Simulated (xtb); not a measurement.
Cl2HMoNS, SMILES [NH]=[Mo]([Cl])(=[S])[Cl], multiplicity 1. All values are semi-empirical tight-binding results from xtb (GFN2-xTB unless named), good for trends rather than for accurate numbers. Geometry optimised at GFN2-xTB. The spin state was assumed, not searched. The structure was generated by enumeration; whether it is a known compound was not checked.

For metal compounds this method's bond lengths and energies can be far off.

```json
{
 "point_group_as_xtb_finds_it": "Cs",
 "orbital_gap": "2.11 eV",
 "zero_point_energy": "10.8 kcal/mol",
 "G − E(el) at 298.15 K (modified RRHO)": "-10.4 kcal/mol"
}
```
